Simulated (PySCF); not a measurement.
# Telling isomers of C6H10Si apart by NMR

- GFN2-xTB structure
- NMR shieldings at PBE0/pcSseg-1/GIAO
- code: PySCF 2.14.0 with density-fitted response routines
- one averaged value for each set of equivalent atoms, relativity neglected, one conformer, gas phase

Referencing at the same level of theory: TMS for ¹H (σref 31.72) and ¹³C (σref 186.93). Where no couplings were computed, multiplicities follow the n + 1 count of equivalent neighbours, and m marks all less simple cases (inequivalent or close neighbours, rings, F or P nearby). Shifts are as computed. Against solution values, carbons near 30 ppm lie about +3 ppm off and those near 130 ppm about +5 ppm. Of 1211 compounds with measured shifts, 218 miss one by over three times the rms of a fit or turn the order of signals round; such compounds aren't used in these exercises.

(1) Tabulate the signals of `CC#CC1C[SiH2]C1`, `C1=C[C@H]2C[C@H](C2)[SiH2]1`, `C=CC[SiH2]C#CC` and their relative energies.

(2) What is the quickest way to tell CC#CC1C[SiH2]C1 from C=CC[SiH2]C#CC?

(3) What is the quickest way to tell C1=C[C@H]2C[C@H](C2)[SiH2]1 from C=CC[SiH2]C#CC?

(4) What is the quickest way to tell CC#CC1C[SiH2]C1 from C1=C[C@H]2C[C@H](C2)[SiH2]1?

Results:

(1) 
```tsv
SMILES	carbon types	δC	δH	E rel. (kcal/mol)
CC#CC1C[SiH2]C1	2×C 1×CH 2×CH2 1×CH3	93.3, 85.0, 25.2, 20.4, 5.1	4.69 (m, 1H), 4.62 (m, 1H), 3.15 (m, 1H), 2.02 (s, 3H), 1.85 (m, 2H), 1.71 (m, 2H)	24.9
C1=C[C@H]2C[C@H](C2)[SiH2]1	4×CH 2×CH2	172.0, 122.3, 37.0, 37.0, 17.3	7.87 (m, 1H), 5.87 (m, 1H), 4.59 (m, 2H), 2.64 (m, 2H), 2.53 (m, 1H), 1.85 (m, 1H), 1.79 (m, 2H)	0.0
C=CC[SiH2]C#CC	2×C 1×CH 2×CH2 1×CH3	144.6, 119.3, 114.7, 81.8, 25.4, 6.1	6.45 (m, 1H), 5.30 (m, 1H), 5.20 (m, 1H), 4.39 (t, 2H), 2.11 (s, 3H), 1.80 (m, 2H)	18.2
```

Energies are electronic energies at PBE0/pcSseg-1 on these geometries, without zero-point or thermal terms, each for the one conformer computed, which needn't be the lowest.

(2) Count the carbon signals: 5 against 6. The first has a propargylic sp3 CH at 25.2 ppm, the second an alkene CH at 144.6 ppm. Their most deshielded carbons lie at 93.3 and 144.6 ppm. In the proton spectra the most deshielded non-exchanging signals are 4.69 (m, 1H) and 6.45 (m, 1H).

(3) Count the carbon signals: 5 against 6. The first has an allylic sp3 CH at 37.0 ppm, the second a terminal =CH2 carbon at 119.3 ppm. Their most deshielded carbons lie at 172.0 and 144.6 ppm. In the proton spectra the most deshielded non-exchanging signals are 7.87 (m, 1H) and 6.45 (m, 1H).

(4) Both give the same number of carbon signals, but DEPT or the intensities differ. The first has an alkyne carbon (C) at 93.3 ppm, the second an alkene CH at 172.0 ppm. In the proton spectra the most deshielded non-exchanging signals are 4.69 (m, 1H) and 7.87 (m, 1H).
